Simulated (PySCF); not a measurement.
SMILES FC(F)(F)c1ccc[c]([GeH3])c1 (C7H7F3Ge), GFN2-xTB optimised geometry.

```
18

F      3.11     0.19    -0.47
C      2.57    -0.94     0.03
F      3.11    -1.95    -0.66
F      3.05    -1.05     1.29
C      1.07    -0.94     0.00
C      0.39    -2.15     0.00
C     -0.99    -2.15     0.00
C     -1.68    -0.95     0.00
C     -1.01     0.27     0.00
Ge    -2.01     1.95    -0.02
C      0.38     0.26     0.00
H      0.95    -3.08     0.00
H     -1.52    -3.09     0.00
H     -2.76    -0.96     0.00
H     -1.10     3.09     0.29
H     -3.11     1.89     0.99
H     -2.64     2.17    -1.35
H      0.92     1.20     0.00
```

Density from CAM-B3LYP/def2-SVP (PySCF 2.14.0) at that geometry.

Minimum of the electron density along straight lines between bonded atoms, close to the bond critical point (lines longer than 1.1 times the sum of covalent radii, or with two minima, are not listed):

| bond | length / Å | ρ at the minimum / e bohr⁻³ | ∇²ρ there / e bohr⁻⁵ | position (fraction from the first atom) |
|---|---|---|---|---|
| F1–C2 | 1.342 | 0.275 | -0.24 | 0.66 |
| C2–F3 | 1.343 | 0.274 | -0.24 | 0.34 |
| C2–F4 | 1.349 | 0.272 | -0.29 | 0.34 |
| C2–C5 | 1.502 | 0.272 | … | 0.54 |
| C5–C6 | 1.389 | 0.311 | -0.79 | 0.51 |
| C6–C7 | 1.384 | 0.315 | -0.82 | 0.50 |
| C7–C8 | 1.383 | 0.316 | -0.83 | 0.50 |
| C8–C9 | 1.390 | 0.311 | -0.79 | 0.50 |
| C9–Ge10 | 1.956 | … | 0.06 | 0.54 |
| C5–C11 | 1.387 | 0.312 | -0.80 | 0.51 |
| C9–C11 | 1.387 | 0.312 | -0.80 | 0.50 |
| C6–H12 | 1.079 | 0.286 | -1.12 | 0.64 |
| C7–H13 | 1.080 | 0.285 | -1.10 | 0.64 |
| C8–H14 | 1.082 | 0.284 | -1.09 | 0.63 |
| Ge10–H15 | 1.490 | 0.144 | … | 0.59 |
| Ge10–H16 | 1.493 | 0.143 | 0.08 | 0.59 |
| Ge10–H17 | 1.493 | 0.143 | 0.08 | 0.59 |
| C11–H18 | 1.081 | 0.285 | -1.11 | 0.64 |

Question: Some entries are withheld; supply them.

Answer: 
- C2–C5, ∇²ρ there / e bohr⁻⁵: -0.72
- C9–Ge10, ρ at the minimum / e bohr⁻³: 0.129
- Ge10–H15, ∇²ρ there / e bohr⁻⁵: 0.09
